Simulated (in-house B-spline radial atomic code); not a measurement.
Atomic self-consistent-field run: Ta4+ (an excited or competing configuration). Computed with a radial B-spline atomic code at the basis-set limit: Dirac-Hartree-Fock, average of configuration, Fermi nucleus of rms radius 5.3507 fm.

Command:
```bash
python run_scf.py task.json out
```
Settings (nuclear radius in fm, mass in u):
```
Z                73
configuration    [Xe] 4f13 5d1 6g1
hamiltonian      dirac
method           hf
spin_polarised   False
nucleus          fermi
rms_radius       5.3507
atomic_mass      180.948
speed_of_light   137.035999084
```

Output (hartree, bohr):
```
 radial grid: 73 intervals, B-splines of order 8, outer radius 40.8511 bohr

 iter        energy (Eh)    residual
    1      -15609.191626    5.97e-01
    2      -15610.607347    1.87e-01
    3      -15611.343405    2.21e-02
    4      -15611.347044    9.89e-03
    5      -15611.348037    9.36e-04
    6      -15611.348058    1.28e-04
    7      -15611.348058    1.53e-05
    8      -15611.348059    1.35e-05
    9      -15611.348059    9.48e-07
   10      -15611.348059    2.70e-07

 total energy                    -15611.34806
 kinetic                           17514.6061
 electron-nucleus                 -38779.5517
 electron-electron                  5653.5976

 first-order corrections (not in the total)
   Gaunt                            18.3364
   retardation                      -1.9414
   frequency dependence             -0.3113
   self-energy                      13.2945
   Uehling                          -2.4574
   Wichmann-Kroll                    0.0956
   recoil                            0.0294

 orbital      occ     eigenvalue          <r>       <r^2>       <1/r>       r_max    small
 1s1/2      2.000     -2495.4583    0.0186625 0.000478696     85.3932     0.01168  7.56e-02
 2s1/2      2.000      -435.6897    0.0782912  0.00730955     20.7553       0.067  1.71e-02
 2p1/2      2.000      -415.5532    0.0649536   0.0052465     20.6782     0.04999  1.71e-02
 2p3/2      4.000      -368.7803    0.0727541  0.00644511     17.4883     0.05669  1.55e-02
 3s1/2      2.000      -103.9286     0.203823   0.0476441     7.63143      0.1886  5.64e-03
 3p1/2      2.000       -95.0161       0.1941    0.043911     7.53264       0.177  5.56e-03
 3p3/2      4.000       -84.7873     0.208464   0.0504518     6.71432      0.1906  5.11e-03
 3d3/2      4.000       -69.9442     0.183002   0.0393534     6.58692      0.1498  4.97e-03
 3d5/2      6.000       -67.7400     0.187442   0.0411562     6.39217      0.1536  4.84e-03
 4s1/2      2.000       -24.2610     0.458257    0.237073     3.18304      0.4292  1.82e-03
 4p1/2      2.000       -20.5399     0.464576    0.245636     3.07086      0.4299  1.73e-03
 4p3/2      4.000       -18.1499     0.495422    0.279114     2.80198      0.4579  1.57e-03
 4d3/2      4.000       -12.0147     0.514699    0.306947     2.58131      0.4565  1.38e-03
 4d5/2      6.000       -11.5664     0.525714    0.320024     2.51357      0.4658  1.33e-03
 5s1/2      2.000        -5.3432      1.08365     1.31398     1.23266      0.9846  4.01e-04
 5p1/2      2.000        -4.0962       1.1735      1.5483     1.12608        1.05  3.44e-04
 5p3/2      4.000        -3.7156      1.25469     1.76772     1.03706       1.123  3.03e-04
 4f5/2      5.571        -3.8962     0.599906    0.443186     2.08061      0.4378  9.57e-04
 4f7/2      7.429        -3.8150     0.608134    0.455672     2.05281       0.443  9.37e-04
 5d3/2      0.400        -2.1974        1.591     2.87423    0.801778       1.371  1.89e-04
 5d5/2      0.600        -2.1612      1.62276     2.98684    0.783494       1.402  1.82e-04
 6g7/2      0.444        -0.3486      8.72988     85.9246    0.140872       9.296  9.52e-06
 6g9/2      0.556        -0.3487        8.728     85.8923    0.140922       9.294  9.52e-06
```

Run time, properties included: 1.8 s on 1 thread of AMD EPYC 7R13 Processor (shared host).

For the Dirac Hamiltonian the kinetic term is c α·p + (β - 1)c².
